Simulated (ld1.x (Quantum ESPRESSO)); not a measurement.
**Configuration tests for In (TM)**

ld1.x (Quantum ESPRESSO) 7.5 input, shortened:

```
&input
   title='In', zed=49., rel=1, dft='PBESOL', iswitch=3,
   config='[Kr] 4d10 5s1 5p0'
 /
 &inputp
   pseudotype=2, tm=.true., lloc=1,
   nlcc=.false.
 /
2
5S  1  0   1.00   0.00  1.55  1.55  0.0
5P  2  1   0.00   0.00  2.60  2.60  0.0
 &test
   configts(1)='5s1 5p0'
 /
```

Energies are relative to the spin-unpolarised reference configuration 5s1 5p0; without spin polarisation the order of configurations can differ from experiment.

```
valence configuration  charge  ΔE all-electron (eV)  error AE − PS (meV)
              5s2 5p0      +1               -19.278                 +126
              5s0 5p3       0               -12.626                 +320
              5s1 5p2       0               -18.761                 +245
              5s1 5p1      +1               -12.624                 +114
            5s2 5p1.3    -0.3               -25.170                 +276
```

Question: What are ΔE and the potential's error for 5s2 5p1?

Answer: ΔE = -24.638 eV all-electron; the error (AE − PS) is +250 meV.

Question: What are ΔE and the potential's error for 5s2 5p0.5?

Answer: ΔE = -22.697 eV all-electron; the error (AE − PS) is +192 meV.

Levels in the configuration 5s1 5p1:

```tsv
level	all-electron (eV)	pseudo (eV)
5s	-15.974	-16.092
5p	-9.233	-9.381
```

ld1.x printed “convergence not achieved” for 5 of the counted tests; their residual had stalled under 1e-8, short of the target of 1e-14.
